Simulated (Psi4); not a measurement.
Job for Psi4: SAPT0/jun-cc-pV(D+d)Z on CH5ClS (a complex).

```
memory 2025 MB

molecule dimer {
0 1
S    -0.31625139    0.11783703   -0.45729565
H    -0.22977986    1.43462952   -0.20979202
H     0.59313329   -0.17891188    0.48813437
--
0 1
C    -0.82966691   -0.69751238    3.30188723
Cl    0.96058934   -0.62964013    3.14063469
H    -1.26099158   -0.46245374    2.33320115
H    -1.10146918   -1.70088001    3.61463288
H    -1.12786410    0.03192218    4.04850882
units angstrom
symmetry c1
no_reorient
no_com
}

set {
  basis jun-cc-pV(D+d)Z
  scf_type df
  freeze_core true
}

energy('sapt0')
```

It printed:

```
[...]
==> Input File <==

--------------------------------------------------------------------------
memory 2025 MB

molecule dimer {
0 1
S    -0.31625139    0.11783703   -0.45729565
H    -0.22977986    1.43462952   -0.20979202
H     0.59313329   -0.17891188    0.48813437
--
0 1
C    -0.82966691   -0.69751238    3.30188723
Cl    0.96058934   -0.62964013    3.14063469
H    -1.26099158   -0.46245374    2.33320115
H    -1.10146918   -1.70088001    3.61463288
H    -1.12786410    0.03192218    4.04850882
units angstrom
symmetry c1
no_reorient
no_com
}

set {
  basis jun-cc-pV(D+d)Z
  scf_type df
  freeze_core true
}

energy('sapt0')
--------------------------------------------------------------------------


   => Loading Basis Set <=

    Name: JUN-CC-PV(D+D)Z
    Role: ORBITAL
    Keyword: BASIS
    atoms 1        entry S          line   698 file jun-cc-pv_dpd_z.gbs
    atoms 2-3, 6-8 entry H          line    60 file jun-cc-pv_dpd_z.gbs
    atoms 4        entry C          line   188 file jun-cc-pv_dpd_z.gbs
    atoms 5        entry CL         line   764 file jun-cc-pv_dpd_z.gbs

   => Loading Basis Set <=

    Name: JUN-CC-PV(D+D)Z
    Role: ORBITAL
    Keyword: BASIS
    atoms 1        entry S          line   698 file jun-cc-pv_dpd_z.gbs
    atoms 2-3, 6-8 entry H          line    60 file jun-cc-pv_dpd_z.gbs
    atoms 4        entry C          line   188 file jun-cc-pv_dpd_z.gbs
    atoms 5        entry CL         line   764 file jun-cc-pv_dpd_z.gbs


  //>>>>>>>>>>>>>>>>>>>>>>>>>>>>>>>>>>>//
  //              Dimer HF             //
  //<<<<<<<<<<<<<<<<<<<<<<<<<<<<<<<<<<<//

   => Libint2 <=

    Primary   basis highest AM E, G, H:  7, 6, 3
    Auxiliary basis highest AM E, G, H:  7, 7, 4
    Onebody   basis highest AM E, G, H:  -, -, -
    Solid Harmonics ordering:            Gaussian


   => Loading Basis Set <=

    Name: JUN-CC-PV(D+D)Z
    Role: ORBITAL
    Keyword: BASIS
    atoms 1        entry S          line   698 file jun-cc-pv_dpd_z.gbs
    atoms 2-3, 6-8 entry H          line    60 file jun-cc-pv_dpd_z.gbs
    atoms 4        entry C          line   188 file jun-cc-pv_dpd_z.gbs
    atoms 5        entry CL         line   764 file jun-cc-pv_dpd_z.gbs


         ---------------------------------------------------------
                                   SCF
               by Justin Turney, Rob Parrish, Andy Simmonett
                          and Daniel G. A. Smith
                              RHF Reference
                        1 Threads,   1931 MiB Core
         ---------------------------------------------------------

  ==> Geometry <==

    Molecular point group: c1
    Full point group: C1

    Geometry (in Angstrom), charge = 0, multiplicity = 1:

       Center              X                  Y                   Z               Mass
    ------------   -----------------  -----------------  -----------------  -----------------
         S           -0.316251390000     0.117837030000    -0.457295650000    31.972071174400
         H           -0.229779860000     1.434629520000    -0.209792020000     1.007825032230
         H            0.593133290000    -0.178911880000     0.488134370000     1.007825032230
         C           -0.829666910000    -0.697512380000     3.301887230000    12.000000000000
         CL           0.960589340000    -0.629640130000     3.140634690000    34.968852682000
         H           -1.260991580000    -0.462453740000     2.333201150000     1.007825032230
         H           -1.101469180000    -1.700880010000     3.614632880000     1.007825032230
         H           -1.127864100000     0.031922180000     4.048508820000     1.007825032230

  Running in c1 symmetry.

  Rotational constants: A =      0.39484  B =      0.03052  C =      0.02867 [cm^-1]
  Rotational constants: A =  11836.89704  B =    914.98398  C =    859.48988 [MHz]
  Nuclear repulsion =  128.663592117077883

  Charge       = 0
  Multiplicity = 1
  Electrons    = 44
  Nalpha       = 22
  Nbeta        = 22

  ==> Algorithm <==

  SCF Algorithm Type is DF.
  DIIS enabled.
  MOM disabled.
  Fractional occupation disabled.
  Guess Type is SAD.
  Energy threshold   = 1.00e-08
  Density threshold  = 1.00e-08
  Integral threshold = 1.00e-12

  ==> Primary Basis <==

  Basis Set: JUN-CC-PV(D+D)Z
    Blend: JUN-CC-PV(D+D)Z
    Number of shells: 45
    Number of basis functions: 97
    Number of Cartesian functions: 102
    Spherical Harmonics?: true
    Max angular momentum: 2

   => Loading Basis Set <=

    Name: (JUN-CC-PV(D+D)Z AUX)
    Role: JKFIT
    Keyword: DF_BASIS_SCF
    atoms 1        entry S          line   666 file jun-cc-pvdz-jkfit.gbs
    atoms 2-3, 6-8 entry H          line    70 file jun-cc-pvdz-jkfit.gbs
    atoms 4        entry C          line   146 file jun-cc-pvdz-jkfit.gbs
    atoms 5        entry CL         line   746 file jun-cc-pvdz-jkfit.gbs

  ==> Integral Setup <==

  DFHelper Memory: AOs need 0.033 GiB; user supplied 1.414 GiB.
  SCF_SUBTYPE=INCORE selected. In-core MEM_DF algorith
[...]
Energy =             51.0506668700863599
    One-Electron Energy =                -789.5144457625907535
    Two-Electron Energy =                 239.3413386757742103
    Total Energy =                       -499.1224402167301832

Computation Completed


Properties will be evaluated at   0.000000,   0.000000,   0.000000 [a0]

Properties computed using the SCF density matrix


 Multipole Moments:

 ------------------------------------------------------------------------------------
     Multipole            Electronic (a.u.)      Nuclear  (a.u.)        Total (a.u.)
 ------------------------------------------------------------------------------------

 L = 1.  Multiply by 2.5417464519 to convert [e a0] to [Debye]
 Dipole X            :        -15.7611891           14.8564456           -0.9047434
 Dipole Y            :         32.1284381          -32.1638342           -0.0353961
 Dipole Z            :       -157.1396539          157.2222958            0.0826419
 Magnitude           :                                                    0.9091992

 ------------------------------------------------------------------------------------

  Constructing Basis Sets for SAPT...

   => Loading Basis Set <=

    Name: (JUN-CC-PV(D+D)Z AUX)
    Role: RIFIT
    Keyword: DF_BASIS_SAPT
    atoms 1        entry S          line   488 file jun-cc-pvdz-ri.gbs
    atoms 2-3, 6-8 entry H          line    30 file jun-cc-pvdz-ri.gbs
    atoms 4        entry C          line   100 file jun-cc-pvdz-ri.gbs
    atoms 5        entry CL         line   544 file jun-cc-pvdz-ri.gbs

   => Loading Basis Set <=

    Name: (JUN-CC-PV(D+D)Z AUX)
    Role: JKFIT
    Keyword: DF_BASIS_ELST
    atoms 1        entry S          line   666 file jun-cc-pvdz-jkfit.gbs
    atoms 2-3, 6-8 entry H          line    70 file jun-cc-pvdz-jkfit.gbs
    atoms 4        entry C          line   146 file jun-cc-pvdz-jkfit.gbs
    atoms 5        entry CL         line   746 file jun-cc-pvdz-jkfit.gbs


  //>>>>>>>>>>>>>>>>>>>>>>>>>>>>>>>>>>>//
  //               SAPT0               //
  //<<<<<<<<<<<<<<<<<<<<<<<<<<<<<<<<<<<//



        SAPT0
    Ed Hohenstein
     6 June 2009

      Orbital Information
  --------------------------
    NSO        =        97
    NMO        =        97
    NRI        =       305
    NRI (Elst) =       436
    NOCC A     =         9
    NOCC B     =        13
    FOCC A     =         5
    FOCC B     =         6
    NVIR A     =        88
    NVIR B     =        84

    Elst10,r            =    -0.005554986960 [Eh]
    Exch10              =     0.007100809776 [Eh]
    Exch10 (S^2)        =     0.007072258905 [Eh]

    Maxiter = 50
    CPHF R converge = 1.000000E-08

    Iter     Energy [mEh]          dE [mEh]         Residual      Time [s]
       1      -1.59238035       1.592380346     5.391717e-03             0
       2      -1.94903887       0.356658528     1.721414e-03             0
       3      -1.95624125       0.007202371     4.462398e-04             0
       4      -1.94768080      -0.008560450     7.106947e-05             0
       5      -1.94883580       0.001155007     2.227121e-05             0
       6      -1.94883179      -0.000004013     7.543638e-06             0
       7      -1.94875804      -0.000073744     1.498965e-06             0
       8      -1.94877333       0.000015286     4.091546e-07             0
       9      -1.94877135      -0.000001980     1.560577e-07             0
      10      -1.94877115      -0.000000206     3.405733e-08             0
      11      -1.94877133       0.000000183     6.357335e-09             0

    CHF Iterations converged

    Maxiter = 50
    CPHF R converge = 1.000000E-08

    Iter     Energy [mEh]          dE [mEh]         Residual      Time [s]
       1      -0.69794923       0.697949226     4.501056e-03             0
       2      -0.88458223       0.186633002     1.791786e-03             0
       3      -0.89655879       0.011976561     4.053784e-04             0
       4      -0.89172445      -0.004834336     1.468684e-04             0
       5      -0.89112367      -0.000600781     2.972977e-05             0
       6      -0.89146484       0.000341162     6.883754e-06             0
       7      -0.89142390      -0.000040938     1.852816e-06             0
       8      -0.89142369      -0.000000209     5.079903e-07             0
       9      -0.89142519       0.000001506     1.215696e-07             0
      10      -0.89142505      -0.000000141     3.432062e-08             0
      11      -0.89142497      -0.000000080     7.865994e-09             0

    CHF Iterations converged

    Ind20,r (A<-B)      =    -0.001948771328 [Eh]
    Ind20,r (B<-A)      =    -0.000891424973 [Eh]
    Ind20,r             =    -0.002840196301 [Eh]
    Exch-Ind20,r (A<-B) =     0.001684764927 [Eh]
    Exch-Ind20,r (B<-A) =     0.000551357535 [Eh]
    Exch-Ind20,r        =     0.002236122462 [Eh]
    Disp20              =    -0.003152800092 [Eh]
    Disp20 (SS)         =    -0.001576400046 [Eh]
    Disp20 (OS)         =    -0.001576400046 [Eh]
    Exch-Disp20         =     0.000440491338 [Eh]
    Exch-Disp20 (SS)    =     0.000222473453 [Eh]
    Exch-Disp20 (OS)    =     0.000218017885 [Eh]

    SAPT Results
  --------------------------------------------------------------------------------------------------------
    Electrostatics                 -5.55498696 [mEh]      -3.48580694 [kcal/mol]     -14.58461625 [kJ/mol]
      Elst10,r                     -5.55498696 [mEh]      -3.48580694 [kcal/mol]     -14.58461625 [kJ/mol]

    Exchange                        7.10080978 [mEh]       4.45582541 [kcal/mol]      18.64317350 [kJ/mol]
      Exch10                        7.10080978 [mEh]       4.45582541 [kcal/mol]      18.64317350 [kJ/mol]
      Exch10(S^2)                   7.07225890 [mEh]       4.43790946 [kcal/mol]      18.56821320 [kJ/mol]

    Induction                      -1.39410878 [mEh]      -0.87481647 [kcal/mol]      -3.66023209 [kJ/mol]
      Ind20,r                      -2.84019630 [mEh]      -1.78225009 [kcal/mol]      -7.45693436 [kJ/mol]
      Exch-Ind20,r                  2.23612246 [mEh]       1.40318803 [kcal/mol]       5.87093872 [kJ/mol]
      delta HF,r (2)               -0.79003494 [mEh]      -0.49575441 [kcal/mol]      -2.07423644 [kJ/mol]

    Dispersion                     -2.71230875 [mEh]      -1.70199944 [kcal/mol]      -7.12116565 [kJ/mol]
      Disp20                       -3.15280009 [mEh]      -1.97841193 [kcal/mol]      -8.27767550 [kJ/mol]
      Exch-Disp20                   0.44049134 [mEh]       0.27641249 [kcal/mol]       1.15650985 [kJ/mol]
      Disp20 (SS)                  -1.57640005 [mEh]      -0.98920596 [kcal/mol]      -4.13883775 [kJ/mol]
      Disp20 (OS)                  -1.57640005 [mEh]      -0.98920596 [kcal/mol]      -4.13883775 [kJ/mol]
      Exch-Disp20 (SS)              0.22247345 [mEh]       0.13960420 [kcal/mol]       0.58410397 [kJ/mol]
      Exch-Disp20 (OS)              0.21801789 [mEh]       0.13680829 [kcal/mol]       0.57240588 [kJ/mol]

  Total HF                          0.15171404 [mEh]       0.09520200 [kcal/mol]       0.39832516 [kJ/mol]
  Total SAPT0                      -2.56059471 [mEh]      -1.60679744 [kcal/mol]      -6.72284050 [kJ/mol]

  Special recipe for scaled SAPT0 (see Manual):
    Electrostatics sSAPT0          -5.55498696 [mEh]      -3.48580694 [kcal/mol]     -14.58461625 [kJ/mol]
    Exchange sSAPT0                 7.10080978 [mEh]       4.45582541 [kcal/mol]      18.64317350 [kJ/mol]
    Induction sSAPT0               -1.36691747 [mEh]      -0.85775366 [kcal/mol]      -3.58884131 [kJ/mol]
    Dispersion sSAPT0              -2.70695237 [mEh]      -1.69863826 [kcal/mol]      -7.10710246 [kJ/mol]
  Total sSAPT0                     -2.52804702 [mEh]      -1.58637345 [kcal/mol]      -6.63738653 [kJ/mol]
  --------------------------------------------------------------------------------------------------------



*** Psi4 exiting successfully. Buy a developer a beer!
```

The run finished.

Cost: about 11 core-seconds (a rough figure).
